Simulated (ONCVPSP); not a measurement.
## Building the ONCV potential for Au (Z = 79) (Wu-Cohen, scalar-relativistic).

ONCVPSP 4.0.1 input, shortened (lines: element, Z, core and valence counts, functional; n l f; lmax; l rc ep ncon nbas qcut; lloc lpopt rc5 dvloc0; l nproj debl; icmod fcfact rcfact), Wu-Cohen, scalar-relativistic:

```
  Au 79.00   10    4  -118130      upf
    1    0    2.00
    2    0    2.00
    2    1    6.00
    3    0    2.00
    3    1    6.00
    3    2   10.00
    4    0    2.00
    4    1    6.00
    4    2   10.00
    4    3   14.00
    5    0    2.00
    5    1    6.00
    5    2   10.00
    6    0    1.00
    2
    0    1.25    0.00    4    8    8.40
    1    1.50    0.00    4    8    9.20
    2    2.25    0.00    3    8    6.20
    4    5    0.90    6.00
    0    3    0.30
    1    2    2.10
    2    2    2.10
    0    0.00    0.00
```

In the p channel the program set the typed energies aside and used -2.198, 0.250 Ha.

Poles of the logarithmic derivatives, all-electron (AE) and pseudo (PS). s: poles at -2.3 (AE) and -2.3 (PS) Ha. p: poles at -1.2 (AE) and -1.2 (PS) Ha. d: poles at 0.1, 4.4 (AE) and 0.1, 4.5 (PS) Ha. Test radii: s 1.27, p 1.52, d 2.28 bohr.

* Cutoffs needed: 32 Ha and 51 Ha (the cutoffs (Ha) at which the residual kinetic energy of the hardest occupied pseudo-wave falls to 1 and 0.1 mHa per electron)
* Ghost test: ghosts flagged at negative energy: s at -1668.4 eV; GHOST(+) flagged for s at 307.5 eV; a true bound ghost makes a file unfit for plane-wave use
* Largest excitation error: +45 meV (all-electron minus pseudo) for 5s2 5p6 5d8 6s0, out of 4 test configurations
